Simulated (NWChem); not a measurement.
# MoHS₃F; SMILES [Mo]([SH])([F])(=[S])=[S]

```xyz
6

Mo     0.0172     0.0965     0.2137
S     -1.4032     1.3231    -0.7211
S      1.8981     0.4167    -0.6452
F      0.0389     0.3934     2.0278
S     -0.4498    -2.0910    -0.3237
H     -1.7942    -1.9776    -0.1877
```
Atoms are numbered in this order, from 1.

Program: NWChem. Structure relaxed at the PBE0/def2-SVP level. No frequency run checked for a minimum. def2 effective core potentials on Mo; no spin-orbit coupling. B3LYP is NWChem's, with the RPA form of VWN correlation. Vertical excitations in the gas phase; the lowest state need not have the same character in each row.

For level PBE/def2-SVP, full TDDFT:

* **orbital gap (eV)**: 2.38

### Question
How do the values read with level B3LYP/def2-SVP, full TDDFT instead?

### Answer
The orbital gap (eV) comes out as 3.72.
